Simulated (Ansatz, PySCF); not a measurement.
Process, species as SMILES: Brc1cc[c-][se]1 -> [se]1ccc(Br)[c-]1

Quantity: isomerisation energy (electronic), in kcal/mol. Set-up: dispersion terms only where a functional's name holds one; LANL2DZ with its own core potentials from Na on; 6-31G* and kin with 6d, 5d where marked; non-relativistic; no spin-orbit coupling; frozen cores in correlated levels (noble-gas shells and the d and f shells of earlier blocks). Ab initio and DFT rows: single points at B3LYP-D3(BJ) geometries (Ansatz, a program for electronic structure). Anions need diffuse functions, which STO-3G, LANL2DZ, def2-SVP, cc-pVDZ and Pople sets without + lack. The Hartree-Fock reference of Brc1cc[c-][se]1, Brc1[c-][se]cc1 is unstable towards a lower, spin-broken solution.

```csv
level,program,isomerisation energy (electronic) (kcal/mol)
HF/LANL2DZ,Ansatz,-6.8
BP86/6-31G* with LANL2DZ past Ar (5d),PySCF,-7.4
B3LYP/LANL2DZ,Ansatz,-6.7
B3LYP/6-31G,Ansatz,-7.7
B3LYP/6-31G*,Ansatz,-7.6
MP2/STO-3G,Ansatz,-3.9
MP2/3-21G,Ansatz,-5.6
PBE/def2-TZVPD,Ansatz,-6.2
wB97M-V/def2-TZVPD,Ansatz,-6.9
```

No value to compare with is used here. The 7 habitual levels span -7.7 (B3LYP/6-31G) to -3.9 kcal/mol (MP2/STO-3G); PBE/def2-TZVPD gives -6.2.

The levels are drawn from those run, B3LYP/6-31G* more often than the rest, none by its result; left out are runs that failed, that the program found above a lower state of the same kind, or whose <S^2> lies over 0.5 above the pure value.
